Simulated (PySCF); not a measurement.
Species: C5H11OSi (doublet state).
Geometry (GFN2-xTB, Å), atoms numbered from 1 in this order:
```
atom  x, y, z in Å
C1     2.1290   -0.3359   -0.6417
C2     1.0580   -0.3170    0.4634
C3    -0.0591   -1.2429    0.1605
C4    -1.0973   -0.8969   -0.8321
C5    -1.8823    0.3738   -0.4320
Si6   -0.6107    1.7474   -0.0890
O7     0.6303    1.0223    0.6560
H8     2.9242    0.3592   -0.3863
H9     1.6855   -0.0303   -1.5854
H10    2.5396   -1.3366   -0.7433
H11    1.5357   -0.6098    1.4085
H12   -0.1521   -2.1409    0.7445
H13   -1.7840   -1.7370   -0.9609
H14   -0.6310   -0.6945   -1.8055
H15   -2.4627    0.1523    0.4643
H16   -2.5918    0.6198   -1.2205
H17   -0.2041    2.3405   -1.3711
H18   -1.0361    2.7329    0.8941
```

The hyperfine couplings belong to this conformer and change with its torsions.

As a line formula: `C[C@@H]1[CH]CC[SiH2]O1` [radical].

The calculation used UKS B3LYP, pcH-1 on C H O Si, non-relativistic, mean-field spin-orbit, GIAO (PySCF 2.14.0). One conformer (not necessarily the lowest) at the GFN2-xTB geometry, without solvent, vibrations or thermal averaging. The geometry wasn't refined by DFT: couplings that depend on bond lengths, twists or pyramidal angles can differ widely from those at the functional's own minimum. No stability test was run, so a lower SCF solution isn't excluded.

Principal values of hyperfine tensors in MHz (contact, dipolar and spin–orbit terms together), for some of the nuclei:

```csv
atom,isotope,A1,A2,A3
H14,1H,89.53,90.66,103.69
C3,13C,10.40,10.92,250.78
H12,1H,-102.00,-63.03,-24.61
C5,13C,54.24,54.60,69.30
C1,13C,44.92,45.11,58.10
C4,13C,-34.00,-31.51,-29.95
H8,1H,15.35,16.89,22.89
H11,1H,10.05,12.17,26.06
```

(1) Split each tensor into its isotropic and traceless parts, and turn a_iso into mT with g = 2.0026.

(2) What spin density at the nucleus of C4 lies behind its contact coupling (g_N = 1.40482)?

(3) C2 (13C, g_N = 1.40482) isn't in the table. Its spin density at the nucleus is -0.02462 bohr⁻³. What is its contact coupling?

(4) Name the largest traceless tensor T of the table and describe it.

(5) In a single crystal, with the field along each principal axis of the tensor of H14 in turn, what first-order splitting does this nucleus give (isotropic g, quadrupole terms neglected)?

Results:

(1) a_iso = (A1 + A2 + A3)/3, Ti = Ai − a_iso; 1 mT corresponds to 28.029 MHz. The tensors hold a spin–orbit part: the run splits a_iso into a_FC + a_SO, and T includes its anisotropic share.

```json
{"atom": "H14", "a_iso (MHz)": "94.63", "a_FC": "94.63", "a_SO": "0.00", "a_iso (mT)": "3.376", "T1": "-5.10", "T2": "-3.97", "T3": "9.06"}
{"atom": "C3", "a_iso (MHz)": "90.70", "a_FC": "90.79", "a_SO": "-0.09", "a_iso (mT)": "3.236", "T1": "-80.30", "T2": "-79.78", "T3": "160.08"}
{"atom": "H12", "a_iso (MHz)": "-63.22", "a_FC": "-63.23", "a_SO": "0.02", "a_iso (mT)": "-2.255", "T1": "-38.79", "T2": "0.18", "T3": "38.61"}
{"atom": "C5", "a_iso (MHz)": "59.38", "a_FC": "59.38", "a_SO": "0.00", "a_iso (mT)": "2.119", "T1": "-5.14", "T2": "-4.78", "T3": "9.92"}
{"atom": "C1", "a_iso (MHz)": "49.38", "a_FC": "49.39", "a_SO": "-0.01", "a_iso (mT)": "1.762", "T1": "-4.46", "T2": "-4.27", "T3": "8.72"}
{"atom": "C4", "a_iso (MHz)": "-31.82", "a_FC": "-31.83", "a_SO": "0.01", "a_iso (mT)": "-1.135", "T1": "-2.18", "T2": "0.31", "T3": "1.87"}
{"atom": "H8", "a_iso (MHz)": "18.38", "a_FC": "18.38", "a_SO": "0.00", "a_iso (mT)": "0.656", "T1": "-3.03", "T2": "-1.49", "T3": "4.51"}
{"atom": "H11", "a_iso (MHz)": "16.10", "a_FC": "16.10", "a_SO": "0.00", "a_iso (mT)": "0.574", "T1": "-6.04", "T2": "-3.92", "T3": "9.97"}
```

(2) a_FC = (2μ0/3) gₑ μB g_N μN ρ(0)/(2S·h) = 800.24 MHz × g_N × ρ(0)/(2S), with ρ in bohr⁻³. With a_FC = -31.83 MHz and 2S = 1, ρ(0) = -0.02831 bohr⁻³.

(3) By the same relation, a_FC = -27.7 MHz. Its full tensor has the principal values -29.16, -28.48, -25.39 MHz.

(4) C3: -80.3, -79.8, 160.1 MHz, axial, in the ratio −1:−1:+2, the form that spin in one p orbital centred on that nucleus gives.

(5) 2 lines (I = 1/2), spaced by |A_i|/(g × 13.996): 3.19, 3.23, 3.70 mT along the axes of A1, A2 and A3.
